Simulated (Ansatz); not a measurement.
A search over several starts for the lowest SCF solution of GaF3⁻ at the given spin, in a small basis.

```yaml
crystal:
  periodic: [false, false, false]
  atoms:
    - {symbol: Ga, position_ang: [0.000123, 0.000033, 0.000164]}
    - {symbol: F, position_ang: [-0.477648, -1.524062, 0.705513]}
    - {symbol: F, position_ang: [0.359852, 1.364197, 1.028920]}
    - {symbol: F, position_ang: [0.117672, 0.159821, -1.734588]}
basis:
  gaussian: {orbitals: def2-SVP}
total_charge: -1
magnetization: {spin_polarized: true, initial_magnetization: 1}
hamiltonian: {xc: pbe0, dispersion: d4}
output: {orbitals: {seedname: orbitals}}
```

```sh
$ ansatz run in.yaml --threads 4 --pin off --events-out ev --progress --plain --max-ram 3916MiB
```

Shortened log:

```
Functional definition: PBE0
700 factors; integrals over basis functions are off by at most 7.1e-4 eV
mean field evaluation 1: about -60503.4277 eV, gradient 1.3e1 eV
mean field evaluation 2: about -60503.1977 eV, gradient 1.8e1 eV
mean field evaluation 4: about -60503.9506 eV, gradient 7.0e-1 eV
mean field evaluation 8: about -60503.9867 eV, gradient 2.4e-2 eV
mean field evaluation 16: about -60503.9867 eV, gradient 6.8e-5 eV
mean field -60503.98672115 eV, -2223.4805009271 hartree, gradient 6.8e-5 eV, S^2 0.752228; 0 other end points of the search recorded, 0 dependent functions left out
reference -60503.98675442 eV, -2223.4805021499 hartree; 30, 29 occupied and 44, 45 virtual orbitals, 700 factors
Total energy: -60504.03957905 eV, -2223.4824434189 hartree
```

It took 0.95 s on 4 threads of Arm Neoverse V1 on a shared host.

The highest occupied level of the charge -1 doublet lies above zero (up to 2.05 eV). By energy differences its removal costs 0.81 eV (vertical, to the charge 0 singlet, at PBE0-D4/def2-TZVPD). The structure comes from a short search, and lower isomers may exist.
